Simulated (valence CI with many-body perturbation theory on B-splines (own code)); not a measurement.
## Os71+: calculated level list

Level of theory: relativistic CI+MBPT: three valence electrons over a frozen Dirac-Fock core [He], a basis of 11 s, 11 p, 9 d, 7 f, 5 g, 2 h, 1 i functions for each j, with the one-electron correlation potential Σ1 (screened to all orders), the two-electron term Σ2, the three-electron term Σ3, Breit, model QED; selected single and double excitations, second order for the rest (own B-spline code, finite nucleus).

The last digits are not significant, and no measured levels were compared; by estimate large intervals hold to a few tenths of a per cent, small ones and those within an open d or f shell to about a per cent.

Levels 1 to 45 of 103, with energies above the lowest level, (2s^2 2p1/2) J=1/2. "Leading %" is the weight of the configuration and term that name the level; weights of strongly mixed levels are sums over their largest components and can fall short. In the jj column 3d3/2^4 stands for four electrons in 3d with j = 3/2. Lifetimes count E1, E2, E3, M1 and M2 decay at the calculated energies, and are blank where another channel may lead or the interval is too uncertain; long ones can be off by a factor of two.

```
No.  Configuration  Term    J  E (eV)  Leading %  Second component  Lifetime              Leading jj
  1          2s²2p   ²P°  1/2       0        100                                  2s^2 2p1/2 (100 %)
  2          2s2p²    ⁴P  1/2     284         49     32 % 2s2p² ²S   36.8 ps      2s 2p1/2^2 (100 %)
  3          2s²2p   ²P°  3/2    1653         99                     13.9 ps       2s^2 2p3/2 (99 %)
  4          2s2p²    ⁴P  3/2    1854         90      7 % 2s2p² ²D   6.32 ps  2s 2p1/2 2p3/2 (100 %)
  5          2s2p²    ²D  5/2    1895         64     36 % 2s2p² ⁴P    106 ps  2s 2p1/2 2p3/2 (100 %)
  6          2s2p²    ²P  1/2    1971         68     31 % 2s2p² ⁴P   60.3 fs  2s 2p1/2 2p3/2 (100 %)
  7          2s2p²    ²D  3/2    1973         61     38 % 2s2p² ²P   65.7 fs  2s 2p1/2 2p3/2 (100 %)
  8            2p³   ²P°  3/2    2267         49      27 % 2p³ ²D°   86.9 fs    2p1/2^2 2p3/2 (99 %)
  9          2s2p²    ⁴P  5/2    3525         64     36 % 2s2p² ²D    283 fs      2s 2p3/2^2 (100 %)
 10          2s2p²    ²S  1/2    3638         68     20 % 2s2p² ⁴P   76.7 fs      2s 2p3/2^2 (100 %)
 11          2s2p²    ²P  3/2    3639         59     32 % 2s2p² ²D   41.1 fs      2s 2p3/2^2 (100 %)
 12            2p³   ⁴S°  3/2    3869         55      44 % 2p³ ²D°   42.6 fs   2p1/2 2p3/2^2 (100 %)
 13            2p³   ²D°  5/2    3891        100                     44.9 fs   2p1/2 2p3/2^2 (100 %)
 14            2p³   ²P°  1/2    3952        100                     39.8 fs   2p1/2 2p3/2^2 (100 %)
 15            2p³   ²P°  3/2    5567         51      28 % 2p³ ²D°   28.5 fs         2p3/2^3 (100 %)
 16          2s²3s    ²S  1/2   11318         98                     2.95 fs          2s^2 3s (98 %)
 17          2s²3p   ²P°  1/2   11411         96                     77.6 fs       2s^2 3p1/2 (96 %)
 18         2s2p3s   ⁴P°  1/2   11508         85   14 % 2s2p3s ²P°   3.30 fs      2s 2p1/2 3s (99 %)
 19         2s2p3s   ⁴P°  3/2   11537         58   41 % 2s2p3s ²P°   2.96 fs     2s 2p1/2 3s (100 %)
 20         2s2p3s   ²P°  1/2   11569         95    4 % 2s2p3s ⁴P°   3.78 fs      2s 2p1/2 3s (99 %)
 21         2s2p3p    ⁴D  1/2   11587         72    22 % 2s2p3p ²P   4.33 fs  2s 2p1/2 3p1/2 (100 %)
 22         2s2p3p    ⁴D  3/2   11616         39    34 % 2s2p3p ²D   1.73 fs  2s 2p1/2 3p1/2 (100 %)
 23         2s2p3p    ⁴P  1/2   11664         45    31 % 2s2p3p ²S   3.27 fs   2s 2p1/2 3p1/2 (99 %)
 24          2p²3s    ⁴P  1/2   11848         45     31 % 2p²3s ²S   3.73 fs       2p1/2^2 3s (97 %)
 25          2s²3p   ²P°  3/2   11899         98                     59.7 fs       2s^2 3p3/2 (98 %)
 26          2p²3p   ²P°  1/2   11922         46    37 % 2p²3p ⁴D°   1.00 fs    2p1/2^2 3p1/2 (97 %)
 27          2s²3d    ²D  3/2   11960         98                      495 as       2s^2 3d3/2 (98 %)
 28          2s²3d    ²D  5/2   12087         90                      605 as       2s^2 3d5/2 (90 %)
 29         2s2p3p    ⁴P  3/2   12088         31    27 % 2s2p3p ⁴D   5.03 fs  2s 2p1/2 3p3/2 (100 %)
 30         2s2p3p    ²D  5/2   12123         41    39 % 2s2p3p ⁴D   5.83 fs   2s 2p1/2 3p3/2 (91 %)
 31         2s2p3p    ²D  3/2   12125         42    24 % 2s2p3p ²P   2.26 fs  2s 2p1/2 3p3/2 (100 %)
 32         2s2p3p    ²P  1/2   12129         44    20 % 2s2p3p ²S   1.44 fs   2s 2p1/2 3p3/2 (98 %)
 33         2s2p3d   ⁴F°  3/2   12136         69   13 % 2s2p3d ²D°   1.94 fs  2s 2p1/2 3d3/2 (100 %)
 34         2s2p3d   ⁴F°  5/2   12168         40   34 % 2s2p3d ²F°   3.01 fs   2s 2p1/2 3d3/2 (99 %)
 35         2s2p3d   ²P°  3/2   12187         30   23 % 2s2p3d ²D°    417 as   2s 2p1/2 3d3/2 (99 %)
 36         2s2p3d   ⁴D°  1/2   12191         53   41 % 2s2p3d ²P°    419 as   2s 2p1/2 3d3/2 (99 %)
 37         2s2p3d   ⁴P°  5/2   12277         33   30 % 2s2p3d ⁴D°    556 as  2s 2p1/2 3d5/2 (100 %)
 38         2s2p3d   ²F°  7/2   12307         41   36 % 2s2p3d ⁴F°    568 as  2s 2p1/2 3d5/2 (100 %)
 39         2s2p3d   ²F°  5/2   12319         46   25 % 2s2p3d ²D°    570 as   2s 2p1/2 3d5/2 (99 %)
 40         2s2p3d   ²P°  3/2   12320         39   31 % 2s2p3d ²D°    577 as   2s 2p1/2 3d5/2 (96 %)
 41          2p²3p   ²P°  3/2   12426         34    19 % 2p²3p ⁴D°   2.03 fs    2p1/2^2 3p3/2 (96 %)
 42          2p²3d    ²D  3/2   12471         43     32 % 2p²3d ⁴F   3.00 fs    2p1/2^2 3d3/2 (98 %)
 43          2p²3d    ²D  5/2   12613         37     18 % 2p²3d ⁴D    578 as    2p1/2^2 3d5/2 (98 %)
 44         2s2p3s   ⁴P°  5/2   13166        100                     4.34 fs     2s 2p3/2 3s (100 %)
 45         2s2p3s   ²P°  3/2   13195         76   24 % 2s2p3s ⁴P°   2.59 fs     2s 2p3/2 3s (100 %)
```

The ionisation energy to 2s² ¹S0 of the next ion comes out as 20023 eV (NIST: 20030 ± 60 eV (theoretical)). All 103 levels together are meant to be complete up to 14296 eV.
